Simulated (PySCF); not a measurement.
Vertical excitations of a molecule C2H6ClFOSi from TDDFT-PBE/def2-SVPD run with PySCF, as energy in eV (oscillator strength): 6.18 (0.007), 6.37 (0.004), 6.59 (0.010), 6.62 (0.005), 6.85 (0.002), 7.05 (0.021), 7.38 (0.013), 7.42 (0.008), 7.52 (0.011), 7.53 (0.020). Lowest triplet (TDA): 5.95 eV. The structure is a stationary point at PBE0-D3(BJ)/def2-SVP. The values are those of a single conformer.

Q: Which structure fits?
(A) C[C@H](O)[Si@H](F)Cl
(B) CO[Si@H](Cl)CF
(C) CC[Si@@](O)(F)Cl
(D) C[Si@](F)(Cl)CO

A: A, C[C@H](O)[Si@H](F)Cl
